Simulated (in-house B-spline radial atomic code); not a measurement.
Ionisation energies along the 46-electron series, configuration [Kr] 4d10, as differences of self-consistent energies. Dirac energy differences include first-order Breit, QED and recoil terms. NIST's values go from ground level to ground level; the uncertainty of those that are theory runs from under 0.1 % in few-electron ions to several per cent in heavy many-electron ones. Computed with a B-spline radial code for spherical atoms: Dirac-Hartree-Fock, average of the configuration, finite nuclei.

```
  ion  configuration after  ionisation energy (eV)  IE/(q+1)² (eV)  Breit and QED recoil part (eV)  tabulated value (eV)    tabulated kind  computed minus tabulated (eV)
   Pd             [Kr] 4d9                    6.45          6.4529                       0.0065851              8.336839          measured                          -1.88
  Ag+             [Kr] 4d9                   19.90          4.9738                       0.0097265               21.4844          measured                          -1.59
 Cd2+             [Kr] 4d9                   36.10          4.0108                        0.010974                37.468          measured                          -1.37
 In3+             [Kr] 4d9                   54.70          3.4189                        0.010597                 55.45          measured                          -0.75
 Sn4+             [Kr] 4d9                       ?               ?                               ?                     ?          measured                              ?
 Sb5+             [Kr] 4d9                   98.42           2.734                       0.0054516                 99.51          measured                          -1.09
 Te6+             [Kr] 4d9                       ?               ?                               ?                     ?          measured                              ?
  I7+             [Kr] 4d9                  150.22          2.3471                      -0.0053144                150.81          measured                          -0.59
 Xe8+             [Kr] 4d9                  179.01            2.21                       -0.012821                179.84          measured                          -0.83
 Cs9+             [Kr] 4d9                       ?               ?                               ?                     ?          measured                              ?
Ba10+             [Kr] 4d9                  242.22          2.0018                       -0.032266                   241  tabulated theory                           1.22
La11+             [Kr] 4d9                  276.60          1.9208                       -0.044296                   275  tabulated theory                           1.60
```

Fill in the row of Sn4+.

ionisation energy (eV): 75.52; IE/(q+1)² (eV): 3.0207; Breit and QED recoil part (eV): 0.0087324; tabulated value (eV): 77.03; computed minus tabulated (eV): -1.51.

Fill in the row of Te6+.

ionisation energy (eV): 123.34; IE/(q+1)² (eV): 2.5172; Breit and QED recoil part (eV): 0.00077145; tabulated value (eV): 124.2; computed minus tabulated (eV): -0.86.

Fill in the row of Cs9+.

ionisation energy (eV): 209.68; IE/(q+1)² (eV): 2.0968; Breit and QED recoil part (eV): -0.021793; tabulated value (eV): 213.3; computed minus tabulated (eV): -3.62.

Where a p, d or f electron is removed, the computed value is a mean over both j, so it misses the tabulated one by a part of the spin-orbit splitting; averaging over terms and missing correlation add to the gap, relatively most at low charge.
